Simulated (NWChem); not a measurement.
Molecule: SbI3; SMILES [I][Sb]([I])[I]

Program: NWChem. Geometry: optimised at PBE0/def2-SVP. def2 effective core potentials on Sb, I; no spin-orbit coupling. Level M06-2X/def2-SVP: energy and gradient on several grids; changes count from the extra-fine grid, which is no exact limit either.

Task: Which is the coarsest grid (coarse; xcoarse; medium; xfine; fine) from which on the energy stays within 500 μHa and each gradient component within 500 μHa/bohr of xfine?

Result: xcoarse.
```tsv
grid	size of the energy change (μHa)	largest change of a gradient component (μHa/bohr)
xcoarse	100	200
coarse	20	200
medium	< 10	30
fine	< 10	< 30
xfine	< 10	< 30
```
